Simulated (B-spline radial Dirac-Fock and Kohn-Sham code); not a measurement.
# Form factor and incoherent scattering function of Fe⁴⁺

System: the Fe⁴⁺ ion in the configuration 1s2 2s2 2p6 3s2 3p6 3d4.

Input file task.json (cfg lists n, l and occupation; rrms is the nuclear radius in fm):

```json
{"items": [{
  "Z": 26,
  "q": 4,
  "cfg": [[1, 0, 2], [2, 0, 2], [2, 1, 6], [3, 0, 2], [3, 1, 6], [3, 2, 4]],
  "A": 56,
  "rrms": 3.7377,
  "do": ["scatter"],
  "s": [0.0, 0.05, 0.1, 0.15, 0.2, 0.25, 0.3, 0.35, 0.4, 0.45, 0.5, 0.6, 0.7, 0.8, 0.9, 1.0, 1.1, 1.2, 1.4, 1.6, 1.8, 2.0, 2.5, 3.0, 3.5, 4.0, 5.0, 6.0],
  "pz": [0, 0.1, 0.14, 0.21, 0.3, 0.43, 0.62, 0.89, 1.3, 1.8, 2.7, 3.8, 5.5, 7.9, 11.0, 16.0, 24.0, 34.0, 49.0, 70.0, 100.0],
  "hv_scatter": [8047.8, 10000, 20000, 30000, 50000, 100000, 500000, 1000000]
}]}
```

Launch: `python xray_run.py task.json out`

The computed values come from a radial finite-basis atomic code: relativistic Hartree-Fock (Dirac-Fock) wave functions, averaged over the configuration. f₀ is the Fourier transform of the spherical electron density, S the Waller-Hartree incoherent function, and s = sin θ/λ.

```
s (Å⁻¹)      f₀       S
      0  22.000   0.000
   0.05  21.800   0.209
    0.1  21.219   0.805
   0.15  20.312   1.699
    0.2  19.160   2.781
   0.25  17.853   3.946
    0.3  16.478   5.114
   0.35  15.111   6.236
    0.4  13.809   7.287
   0.45  12.611   8.256
    0.5  11.541   9.143
    0.6   9.800  10.688
    0.7   8.546  11.957
    0.8   7.665  12.992
    0.9   7.033  13.841
      1   6.551  14.552
    1.1   6.149  15.166
    1.2   5.783  15.711
    1.4   5.084  16.656
    1.6   4.403  17.454
    1.8   3.768  18.120
      2   3.208  18.667
    2.5   2.204  19.619
      3   1.660  20.192
    3.5   1.377  20.577
      4   1.213  20.867
      5   0.995  21.290
      6   0.812  21.568
```

f₀ starts at the number of electrons, 22, and has fallen to half at s ≈ 0.53 Å⁻¹. The sum of ⟨r²⟩ over the electrons is 10.96 bohr².
